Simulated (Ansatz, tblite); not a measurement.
Cost and result up the ladder for Li₂Al₃⁻ (5 atoms). Total charge -1; singlet. Geometry: PBE-D4/def2-TZVPD.

```xyz
5

Li    0.1286    0.7285   -1.6489
Li    1.4229    0.1099    1.1761
Al   -0.8187    1.8137    0.6504
Al    0.2973   -1.9285   -0.9983
Al   -1.0302   -0.7237    0.8206
```

Ansatz on 4 threads of Arm Neoverse N1 on a shared host; xTB runs through tblite on one thread. Times are rough, summed over both states, and most runs start from the orbitals of an earlier one. ωB97X-V/def2-TZVPD serves as the yardstick here, not as an exact answer. The other state is a quintet at its own geometry, which has other bonds, so the gap mixes isomer and spin.

The xTB rows come from tblite. LC-ωPBE has ω = 0.4 bohr⁻¹. Correlated methods freeze 15 core orbitals; core or outer-core shells of Li are correlated, in sets that lack core-valence functions. At PBE0-D4/def2-TZVPD a triplet of charge -1 lies 0.23 eV below the restricted singlet, each at its own geometry. At PBE0-D4/def2-TZVPD a triplet of charge -1 lies 0.49 eV below the quintet, each at its own geometry. The structure comes from a short search, and lower isomers may exist.

Run but left out: HF/def2-TZVPD, r2SCAN-D4/def2-TZVPD (singlet: restricted singlet, unstable towards broken spin symmetry); MP2/def2-TZVPD (quintet: ⟨S²⟩ 6.43, where a pure state has 6.00).

Correlated methods converge slowly with the basis.

xTB has no spin-polarisation term.

| level | functions | quintet − singlet (eV) | difference from ωB97X-V/def2-TZVPD (eV) | remarks |
| --- | --- | --- | --- | --- |
| CAM-B3LYP-D4/def2-TZVPD | 163 | 0.32 | 0.07 | – |
| LC-ωPBE/def2-TZVPD | 163 | -0.27 | -0.53 | spin-contaminated (⟨S²⟩ 6.20) (quintet) |
| PBE-D4/def2-TZVPD (with forces) | 163 | 0.47 | 0.22 | HOMO above zero (quintet), HOMO above zero (singlet) |
| PBE0-D4/def2-TZVPD | 163 | 0.25 | 0.00 | HOMO above zero (quintet) |
| B97M-V/def2-TZVPD | 163 | 0.47 | 0.21 | HOMO above zero (quintet), HOMO above zero (singlet) |
| RPA@PBE/def2-TZVPD | 163 | 0.66 | 0.41 | – |
| r2SCANh-D4/def2-TZVPD | 163 | 0.15 | -0.10 | HOMO above zero (quintet), HOMO above zero (singlet) |
| GFN2-xTB | 35 | 1.28 | 1.03 | – |
| ωB97X-V/def2-TZVPD | 163 | 0.26 | 0.00 | – |

Task: Estimate how long each takes.

Result: GFN2-xTB 0.025 s; PBE-D4/def2-TZVPD (with forces) 8.5 s; PBE0-D4/def2-TZVPD 11 s; RPA@PBE/def2-TZVPD 12 s; CAM-B3LYP-D4/def2-TZVPD 15 s; LC-ωPBE/def2-TZVPD 19 s; r2SCANh-D4/def2-TZVPD 22 s; B97M-V/def2-TZVPD 32 s; ωB97X-V/def2-TZVPD 59 s. On shared hardware such times vary by a factor of up to 3.
